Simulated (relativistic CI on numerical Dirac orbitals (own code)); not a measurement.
Computed by Dirac-Coulomb-Breit CI, KLI orbitals optimised for each configuration, model QED (radiative potential, 1s self-energy scaled to tabulated hydrogen-like ionisation energies), unscaled Slater integrals (own radial code, finite nucleus).

The strongest absorption lines from the ground level of an ion, among the configurations computed and to levels below about 180 eV (vacuum wavelength in Å, gf): 84.083 (0.58), 84.560 (0.48), 97.320 (1.6), 100.87 (0.32), 102.15 (9.2), 102.80 (13), 103.30 (3.6), 135.30 (0.2).

Q: Which ion is it?
A. Xe¹⁶⁺
B. Xe¹⁴⁺
C. Xe¹⁸⁺
D. Te¹⁴⁺

A: A. Xe¹⁶⁺ has 38 electrons and the ground level 4s2 4p6 4d2 3F_2; the strongest line goes to 4s2 4p6 4d 4f 3G°_3. The pattern of lines fixes the number of electrons, and along that sequence the line energies rise steadily with the charge (about as its square where n changes within one kind of shell, about linearly where n is kept but much faster in heavy ions where fine structure, which grows about as Z⁴, sets the gap, and irregularly where shells cross), which fixes Z. Configurations outside the model, such as inner-shell arrays, can give stronger lines. At this charge energies of transitions that change n are usually good to better than 1 %, and those within a shell (Δn = 0) to a few per cent. Terms inside the open d or f shell come out 10 to 20 % too wide with unscaled integrals.

LS names give the leading component of a level, which can be under half, so a name can repeat, a term be missing and a line seem to break the LS rules.
